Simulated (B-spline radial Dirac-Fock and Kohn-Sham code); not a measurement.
**Br⁺ 3p1/2: cross section and angular parameters**

System: Br⁺, [Ar] 3d10 4s2 4p4; threshold 203.2 eV (orbital energy of the model). The computed values come from a B-spline atomic structure program: Dirac-Hartree-Slater photoionisation with a Latter tail; cross sections with all multipoles, angular parameters from the dipole term and its interference with E2.

For linearly polarised light dσ/dΩ = σ/(4π) [1 + β P₂(cos θ) + (δ + γ cos²θ) sin θ cos φ], with θ from the polarisation vector and φ the angle between the beam and the projection of the electron momentum on the plane normal to the polarisation.

```tsv
hν (eV)	σ (kb)	β	γ	δ
266	209	0.476	0.066	0.077
272	211	0.559	0.095	0.072
304	213	0.882	0.196	0.049
313	?	?	?	?
360	201	1.177	0.209	0.023
512	147	1.477	0.064	0.003
885	64.7	1.609	-0.016	0.001
1000	51.9	1.613	0.005	0.002
1253.6	33.5	1.605	0.075	0.005
2460	7.30	1.491	0.456	0.019
2490	7.08	1.488	0.464	0.020
2984.4	4.48	1.439	0.595	0.027
3080	4.13	1.430	0.618	0.028
4000	2.06	1.347	0.816	0.044
4040	2.01	1.344	0.824	0.044
4220	1.78	1.329	0.858	0.047
4590	1.41	1.299	0.923	0.054
7440	0.349	1.111	1.291	0.105
9251.7	0.180	1.019	1.451	0.136
10100	0.137	0.981	1.514	0.151
15000	0.0387	0.809	1.779	0.232
```

Task: Give the values at 313 eV.

Result: σ = 212 kb, β = 0.946, γ = 0.208, δ = 0.044.
